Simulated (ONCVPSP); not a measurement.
Scattering properties, ONCV potential for holmium

ONCVPSP 4.0.1 input, shortened (lines: element, Z, core and valence counts, functional; n l f; lmax; l rc ep ncon nbas qcut; lloc lpopt rc5 dvloc0; l nproj debl; icmod fcfact rcfact), PBEsol, non-relativistic:

```
  Ho 67.00    9    4  -116133      upf
    1    0    2.00
    2    0    2.00
    2    1    6.00
    3    0    2.00
    3    1    6.00
    3    2   10.00
    4    0    2.00
    4    1    6.00
    4    2   10.00
    4    3   11.00
    5    0    2.00
    5    1    6.00
    6    0    2.00
    3
    0    1.85    0.00    4    7    6.50
    1    1.45    0.00    3    7    5.00
    2    1.60    0.43    4    9    5.30
    3    1.05    0.00    4    8   19.30
    4    4    1.00    0.00
    0    2    2.20
    1    3    2.50
    2    2    1.10
    3    1    1.20
    1    0.70    0.00
```

In the d channel the program set the typed energies aside and used 0.050, 1.150 Ha.

The phase is arctan(r·R′/R) of the radial function R(r), unwrapped; energies in Ha, scanned from -3 to 5 Ha. A pole is an energy at which the radial function vanishes at the test radius. The pseudo phase is shifted by a multiple of π to meet the all-electron one at the reference energy, and phase errors are pseudo minus all-electron; the curves can meet again beyond the range given. Levels narrower than the energy grid can be missing from the lists of poles. Where the grid stepped over a known ghost or core level, its pole and its step of π were put in at the level’s energy.

```
channel  radius (bohr)  reference energy (Ha)  poles, all-electron  poles, pseudo  unbroken range about the reference energy with phases within 0.05 rad  phase error 1 Ha above the reference energy (rad)
      s           1.88                  -0.13                -0.83   -0.83, -0.42                                                             above -0.4                                             +0.000
      p           1.47                  -0.92                 2.51           2.51                                                        the whole range                                             +0.000
      d           1.63                   0.05                 3.34           3.31                                                        the whole range                                             -0.000
      f           1.06                  -0.27                 1.05           1.11                                                              below 2.9                                             +0.007
```

Note: ghosts flagged at negative energy: s at -11.5 eV; GHOST(+) flagged for p at 331.7 eV. A true bound ghost makes a file unfit for plane-wave use.

Phases in the s channel:

```csv
E (Ha),all-electron,pseudo
-2.98,1.008,4.150
-2.76,0.879,4.020
-2.54,0.652,3.794
-2.32,0.227,3.368
-2.10,-0.412,2.729
-1.88,-0.923,2.218
-1.66,-1.203,1.938
-1.44,-1.360,1.782
-1.22,-1.459,1.683
-1.00,-1.528,1.614
-0.78,-1.581,1.560
-0.56,-1.625,1.516
-0.34,-1.664,-1.664
-0.12,-1.700,-1.700
0.10,-1.737,-1.737
0.32,-1.774,-1.774
0.54,-1.816,-1.816
0.76,-1.864,-1.864
0.98,-1.922,-1.922
1.20,-1.997,-1.997
1.42,-2.098,-2.098
1.64,-2.242,-2.242
1.86,-2.460,-2.461
2.08,-2.789,-2.791
2.30,-3.219,-3.222
2.52,-3.630,-3.634
2.74,-3.927,-3.931
2.96,-4.121,-4.124
3.18,-4.250,-4.253
3.40,-4.339,-4.342
3.62,-4.405,-4.407
3.84,-4.455,-4.457
4.06,-4.494,-4.496
4.28,-4.526,-4.528
4.50,-4.552,-4.555
4.72,-4.575,-4.577
4.94,-4.594,-4.597
```
